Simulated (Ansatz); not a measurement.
System: CH6FSi2, net charge 0, doublet state. It need not be the lowest isomer of its formula. 
Structure (B3LYP-D3(BJ)/def2-TZVP (Ansatz, an electronic-structure program) minimum search):
```xyz
10

F      1.5812    -0.8740    -0.8581
Si     1.2706     0.5313    -0.1240
C     -0.2528     0.3106     0.9395
Si    -1.8380    -0.1600     0.0407
H      2.4777     0.8551     0.6912
H     -0.4187     1.2510     1.4752
H     -0.0264    -0.4540     1.6922
H     -1.6748    -1.4616    -0.6439
H     -2.9599    -0.2625     1.0041
H     -2.1686     0.8757    -0.9663
```
Charge 0, spin multiplicity 2.

Property: atomisation energy (electronic, to ground-state atoms), in kcal/mol. Cores are frozen in the correlated levels unless marked. UHF or UKS for open shells. No spin-orbit coupling. Non-relativistic. The coupled-cluster limit lacks core correlation, which all-electron functionals hold. Basis-set limits of correlation are two-point, X^-3; Hartree-Fock from the larger set.

```tsv
level	program	atomisation energy (kcal/mol)
HF/cc-pV(T+d)Z	Ansatz	611.2
HSE06-D4/def2-TZVPD	Ansatz + dftd4	793.6
CAM-B3LYP-D4/def2-TZVPD	Ansatz + dftd4	802.5
MP2/cc-pV(T+d)Z	Ansatz	784.7
SCS-MP2/aug-cc-pV(T+d)Z	Ansatz	791.3
```

Q: What does CCSD(T)/CBS(aug-cc-pV(T+d)Z,aug-cc-pV(Q+d)Z) (Ansatz) give?

A: 801.4 kcal/mol
